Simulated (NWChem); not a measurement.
All runs are NWChem calculations. System: pivalic acid (C$_{5}$H$_{10}$O$_{2}$), charge 0, spin multiplicity 1, at a geometry optimised with PBE/def2-SVP. Level: LDA (SVWN5)/def2-SVP.

Job file:

```
start mol
memory heap 200 mb stack 900 mb global 1100 mb
geometry units angstroms nocenter noautoz noautosym
  C     -0.875547     0.239830     1.539969
  C     -0.555852     0.149798     0.030339
  C     -1.526563    -0.814265    -0.667257
  C     -0.639836     1.555785    -0.606134
  C      0.874180    -0.383688    -0.138621
  O      1.796156     0.424971     0.452634
  O      1.192607    -1.402582    -0.722335
  H     -0.174378     0.921000     2.059952
  H     -1.906368     0.623728     1.683690
  H     -0.813726    -0.756057     2.024311
  H     -2.568440    -0.451582    -0.556414
  H     -1.461036    -1.831646    -0.234586
  H     -1.298285    -0.900973    -1.747547
  H      0.063874     2.259862    -0.121333
  H     -0.403841     1.521793    -1.689350
  H     -1.667800     1.957813    -0.495265
  H      2.661598    -0.007803     0.284385
end
basis spherical
  * library def2-svp
end
dft
  xc slater vwn_5
  semidirect memsize 60000000 filesize 0
  iterations 100
end
task dft energy
```

Part of the output:

```
             Northwest Computational Chemistry Package (NWChem) 7.3.0
             --------------------------------------------------------

                                NWChem Input Module
                                -------------------

 Scaling coordinates for geometry "geometry" by  1.889725989
 (inverse scale =  0.529177249)

                             Geometry "geometry" -> ""
                             -------------------------

 Output coordinates in angstroms (scale by  1.889725989 to convert to a.u.)

  No.       Tag          Charge          X              Y              Z
 ---- ---------------- ---------- -------------- -------------- --------------
    1 C                    6.0000    -0.87554700     0.23983000     1.53996900
    2 C                    6.0000    -0.55585200     0.14979800     0.03033900
    3 C                    6.0000    -1.52656300    -0.81426500    -0.66725700
    4 C                    6.0000    -0.63983600     1.55578500    -0.60613400
    5 C                    6.0000     0.87418000    -0.38368800    -0.13862100
    6 O                    8.0000     1.79615600     0.42497100     0.45263400
    7 O                    8.0000     1.19260700    -1.40258200    -0.72233500
    8 H                    1.0000    -0.17437800     0.92100000     2.05995200
    9 H                    1.0000    -1.90636800     0.62372800     1.68369000
   10 H                    1.0000    -0.81372600    -0.75605700     2.02431100
   11 H                    1.0000    -2.56844000    -0.45158200    -0.55641400
   12 H                    1.0000    -1.46103600    -1.83164600    -0.23458600
   13 H                    1.0000    -1.29828500    -0.90097300    -1.74754700
   14 H                    1.0000     0.06387400     2.25986200    -0.12133300
   15 H                    1.0000    -0.40384100     1.52179300    -1.68935000
   16 H                    1.0000    -1.66780000     1.95781300    -0.49526500
   17 H                    1.0000     2.66159800    -0.00780300     0.28438500

 Effective nuclear repulsion energy (a.u.)     327.1811695504

            Nuclear Dipole moment (a.u.)
            ----------------------------
        X                 Y               Z
 ---------------- ---------------- ----------------
    -0.0000113384     0.0000132281     0.0000207870


 Summary of "ao basis" -> "" (spherical)
 ------------------------------------------------------------------------------
       Tag                 Description            Shells   Functions and Types
 ---------------- ------------------------------  ------  ---------------------
 *                          def2-svp                  on all atoms

                                 NWChem DFT Module
                                 -----------------

 Summary of "ao basis" -> "ao basis" (spherical)
 ------------------------------------------------------------------------------
       Tag                 Description            Shells   Functions and Types
 ---------------- ------------------------------  ------  ---------------------
 C                          def2-svp                 6       14   3s2p1d
 O                          def2-svp                 6       14   3s2p1d
 H                          def2-svp                 3        5   2s1p

 Summary of "ao basis" -> "ao basis" (spherical)
 ------------------------------------------------------------------------------
       Tag                 Description            Shells   Functions and Types
 ---------------- ------------------------------  ------  ---------------------
[...]
 Grid integrated density:      55.999942989358
 Requested integration accuracy:   0.10E-05
 d= 0,ls=0.0,diis     7   -343.8716330339 -8.59D-05  1.24D-04  6.00D-05     8.6
 Grid integrated density:      55.999942968916
 Requested integration accuracy:   0.10E-05
 d= 0,ls=0.0,diis     8   -343.8716170602  1.60D-05  8.44D-05  1.89D-04     9.2
 Grid integrated density:      55.999942977438
 Requested integration accuracy:   0.10E-05
 d= 0,ls=0.0,diis     9   -343.8716394919 -2.24D-05  2.06D-05  1.43D-05     9.9
 Grid integrated density:      55.999942979134
 Requested integration accuracy:   0.10E-05
 d= 0,ls=0.0,diis    10   -343.8716407544 -1.26D-06  5.35D-06  1.22D-06    10.5
 Grid integrated density:      55.999942978507
 Requested integration accuracy:   0.10E-05
 d= 0,ls=0.0,diis    11   -343.8716408815 -1.27D-07  7.66D-07  2.72D-08    11.2

         Total DFT energy =     -343.871640881470
      One electron energy =    -1119.180473252348
           Coulomb energy =      493.058843674579
    Exchange-Corr. energy =      -44.931180854066
 Nuclear repulsion energy =      327.181169550365

 Numeric. integr. density =       55.999942978507

     Total iterative time =     10.6s

                       DFT Final Molecular Orbital Analysis
                       ------------------------------------

 Vector   26  Occ=2.000000D+00  E=-2.965562D-01
              MO Center= -7.3D-01,  2.0D-01,  3.9D-02, r^2= 3.6D+00
   Bfn.  Coefficient  Atom+Function         Bfn.  Coefficient  Atom+Function
  ----- ------------  ---------------      ----- ------------  ---------------
    33     -0.266809   3 C  py               19      0.261834   2 C  py
    47     -0.214248   4 C  py              129     -0.184272  14 H  s
    99     -0.182764   8 H  s                 6     -0.171929   1 C  pz
    34     -0.169356   3 C  pz               20      0.166695   2 C  pz
     5     -0.142480   1 C  py              119      0.129991  12 H  s

 Vector   27  Occ=2.000000D+00  E=-2.818933D-01
              MO Center=  1.5D+00, -3.8D-01, -7.2D-02, r^2= 2.0D+00
   Bfn.  Coefficient  Atom+Function         Bfn.  Coefficient  Atom+Function
  ----- ------------  ---------------      ----- ------------  ---------------
    76      0.411931   6 O  pz               90     -0.365171   7 O  pz
    79      0.309091   6 O  pz               93     -0.252094   7 O  pz
    75     -0.249747   6 O  py               89      0.221899   7 O  py
    78     -0.187401   6 O  py               92      0.153193   7 O  py
    62     -0.094858   5 C  pz               45     -0.089198   4 C  s

 Vector   28  Occ=2.000000D+00  E=-2.298716D-01
              MO Center=  9.5D-01, -8.7D-01, -4.2D-01, r^2= 2.3D+00
   Bfn.  Coefficient  Atom+Function         Bfn.  Coefficient  Atom+Function
  ----- ------------  ---------------      ----- ------------  ---------------
    88      0.542728   7 O  px               17      0.368444   2 C  s
    91      0.367383   7 O  px               75      0.197316   6 O  py
    18      0.179006   2 C  px               21      0.174635   2 C  px
    63      0.152695   5 C  px               78      0.152720   6 O  py
    73     -0.128896   6 O  s                76      0.127301   6 O  pz

 Vector   29  Occ=0.000000D+00  E=-3.780005D-02
              MO Center=  8.3D-01, -4.4D-01, -1.8D-01, r^2= 2.2D+00
   Bfn.  Coefficient  Atom+Function         Bfn.  Coefficient  Atom+Function
  ----- ------------  ---------------      ----- ------------  ---------------
    62      0.493113   5 C  pz               65      0.380185   5 C  pz
     3     -0.374890   1 C  s                45      0.374172   4 C  s
    90     -0.341893   7 O  pz               93     -0.327242   7 O  pz
    61     -0.299361   5 C  py               64     -0.230811   5 C  py
    23      0.226841   2 C  pz               76     -0.216603   6 O  pz

 Vector   30  Occ=0.000000D+00  E= 1.618494D-02
              MO Center=  6.7D-01,  2.6D-01,  2.3D-01, r^2= 8.4D+00
   Bfn.  Coefficient  Atom+Function         Bfn.  Coefficient  Atom+Function
  ----- ------------  ---------------      ----- ------------  ---------------
    17      0.865349   2 C  s               145     -0.819558  17 H  s
     3      0.770078   1 C  s                45      0.770557   4 C  s
    59     -0.553389   5 C  s                31      0.518962   3 C  s
    73      0.491864   6 O  s               105     -0.449028   9 H  s
   140     -0.448551  16 H  s               100     -0.445915   8 H  s

 Vector   31  Occ=0.000000D+00  E= 3.715105D-02
              MO Center=  4.1D-01,  1.5D-01,  1.4D-01, r^2= 9.9D+00
   Bfn.  Coefficient  Atom+Function         Bfn.  Coefficient  Atom+Function
  ----- ------------  ---------------      ----- ------------  ---------------
    31      1.138059   3 C  s               145      0.975450  17 H  s
   115     -0.688024  11 H  s                 3      0.656061   1 C  s
    45      0.654544   4 C  s               105     -0.562026   9 H  s
   140     -0.560275  16 H  s                73     -0.409937   6 O  s
   125     -0.373053  13 H  s               120     -0.370981  12 H  s

 center of mass
 --------------
 x =   0.13874584 y =  -0.06119073 z =  -0.02216164

 moments of inertia (a.u.)
 ------------------
         569.712420506616          65.554977329581           1.985340929561
          65.554977329581         791.759480725660         -69.370500204695
           1.985340929561         -69.370500204695         875.889794994706

     Multipole analysis of the density
     ---------------------------------

     L   x y z        total         alpha         beta         nuclear
     -   - - -        -----         -----         ----         -------
     0   0 0 0      0.000000    -28.000000    -28.000000     56.000000

     1   1 0 0     -0.021849     -0.010919     -0.010919     -0.000011
     1   0 1 0      0.507087      0.253537      0.253537      0.000013
     1   0 0 1      0.306455      0.153217      0.153217      0.000021

     2   2 0 0    -28.644902   -174.023586   -174.023586    319.402270
     2   1 1 0      0.708901     16.507769     16.507769    -32.306637
     2   1 0 1      0.780697      0.007047      0.007047      0.766604
     2   0 2 0    -35.136321   -114.847763   -114.847763    194.559205
     2   0 1 1     -1.905133    -18.207217    -18.207217     34.509301
     2   0 0 2    -32.942910    -92.942537    -92.942537    152.942164

 Task  times  cpu:       11.2s     wall:       11.2s

 Total times  cpu:       11.2s     wall:       11.2s
```
